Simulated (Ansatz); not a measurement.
Total energies of ClH$_{3}$O$_{3}$Si (`O[Si](O)(O)Cl`).

```xyz
8

O    -0.167   -0.948    1.291
Si    0.024    0.015    0.003
O     0.112   -0.887   -1.340
O    -1.233    1.030   -0.107
Cl    1.761    1.100    0.212
H     0.548   -1.543    1.521
H     0.306   -0.447   -2.168
H    -1.352    1.680    0.587
```

Total charge 0; spin multiplicity 1. Geometry: relaxed with PBE0-D4/def2-TZVP. It is one conformer, not always the lowest. Basis def2-TZVPP, the Gaussian-basis code of Ansatz.

RPA on PBE orbitals: Hartree–Fock energy of these orbitals -975.07355 Eh, correlation -1.57311 Eh (frozen core).

| functional | energy without D4 (Eh) | D4 term (kJ/mol) |
| --- | --- | --- |
| LDA (SPW92) | -973.27121 | – |
| PBE | -976.94499 | -19.1 |
| revPBE | -977.29077 | -56.8 |
| BLYP | -977.47872 | -42.4 |
| r2SCAN | -977.36378 | -4.4 |
| B97M-V | -977.26280 | – |
| PBE0 | -977.01135 | -16.0 |
| B3LYP | -977.55700 | -31.1 |
| r2SCANh | -977.34732 | -4.7 |
| r2SCAN0 | -977.32373 | -5.2 |
| HSE06 (plane-wave form) | -976.98750 | -14.9 |
| BHLYP | -977.41943 | -24.0 |
| CAM-B3LYP | -977.48046 | -16.2 |
| LC-ωPBE | -977.17921 | – |
| ωB97X-V | -977.33234 | – |
| ωB97M-V | -977.42546 | – |
| B2PLYP | -977.13761 | – |
| PBE-QIDH | -976.82228 | – |

B3LYP takes the VWN-RPA correlation (the form of Gaussian; ORCA's B3LYP/G). HSE06 is the plane-wave form, built on full-range PBE exchange. The double hybrids freeze the cores in their second-order part.

LC-ωPBE has ω = 0.4 bohr⁻¹.
